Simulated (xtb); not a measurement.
germylmethylgermane (CH8Ge2), SMILES [CH2]([GeH3])[GeH3]. All values are semi-empirical tight-binding results from xtb (GFN2-xTB unless named), good for trends rather than for accurate numbers. Geometry optimised at GFN2-xTB.

For metal compounds this method's bond lengths and energies can be far off.

The point group as xtb finds it is C2v, the orbital gap is 7.78 eV and the zero-point energy is 44.0 kcal/mol. The G − E(el) at 298.15 K (modified RRHO) is 24.4 kcal/mol.
